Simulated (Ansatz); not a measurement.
Cartesian coordinates (Å):
```xyz
10

O     -1.6247     1.5401    -0.0499
C     -0.7175     0.7438    -0.0304
C      0.7150     0.9356    -0.1907
C      1.2834    -0.2764    -0.0845
O      0.4511    -1.3024     0.1292
C     -0.8700    -0.7596     0.1821
H      1.2166     1.8740    -0.3616
H      2.3279    -0.5544    -0.1463
H     -1.3080    -0.9843     1.1562
H     -1.4738    -1.2163    -0.6040
```
Charge 0, spin multiplicity 1.

The numbers are results of frozen-core CCSD(T)/cc-pVTZ // PBE0-D3(BJ)/def2-TZVP (Ansatz, a first-principles code), not measurements.

| Quantity | Result |
|---|---|
| HF energy | -303.60901 Ha |
| MP2 correlation energy | -1.08628 Ha |

Task: Estimate the CCSD correlation energy, the (T) correction, the total energy and the T1 diagnostic.

Result: 
CCSD correlation energy: -1.10376 Ha
(T) correction: -0.05242 Ha
CCSD(T) total energy: -304.76520 Ha
T1 diagnostic: 0.016
